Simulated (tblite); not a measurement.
**Question.** What does the GFN2-xTB structure of `[H]/[C]=C\C(=O)N(C)CC` [radical] look like in three dimensions? (Doublet state.)

**Answer.** 
Z-matrix in Å and degrees, rows numbered from 1:
```
C 
C   1  1.2875
C   2  1.5328  1  123.68
O   3  1.2112  2  120.96  1   -73.46
N   3  1.3462  2  114.69  1   105.72
C   5  1.4474  3  119.11  2   179.77
C   5  1.4469  3  124.08  2     2.31
C   7  1.5283  5  112.44  3    94.95
H   1  1.0664  2  136.09  3    -0.96
H   2  1.0829  1  123.45  3  -177.37
H   6  1.0881  5  108.21  3     2.36
H   6  1.0920  5  110.10  3   121.87
H   6  1.0913  5  110.78  3  -117.34
H   7  1.0924  5  108.68  3   -26.77
H   7  1.0944  5  107.87  3  -144.06
H   8  1.0870  7  110.52  5   -59.10
H   8  1.0870  7  110.93  5    61.23
H   8  1.0866  7  109.80  5  -178.93
```

The C–N distances run from 1.346 Å (C3–N5, drawn single) to 1.447 Å (N5–C6, drawn single), a spread of 0.101 Å. Of the pairs four or more bonds apart, C2···H14 is among the closest relative to their van der Waals radii: 2.35 Å, 81 % of the sum of Bondi's values. C2 (carbon bonded to 2 C and H) is planar (angles 123.7°, 123.5° and 112.8°, sum 360.0°, 0.02 Å off the plane of its three neighbours). The 3 C–C bonds span 1.287 Å (C1=C2, drawn double) to 1.533 Å (C2–C3, drawn single), a spread of 0.246 Å.

The geometry is computed with GFN2-xTB (gas phase). This method treats the open shell by occupation alone, without spin polarisation.

Point group: C1 (no symmetry element, even within 0.4 Å). Its GFN2-xTB frequencies are all real (lowest 47 cm⁻¹). Torsions: C1–C2–C3–O4 -73°, C2–C3–N5–C6 180°, C3–N5–C7–C8 95°.

Time: 0.78 s of wall time. Hardware: one thread of an Intel Xeon Platinum 8488C, no GPU, shared host. That covers the optimisation of the geometry.

One conformer stands for the species.
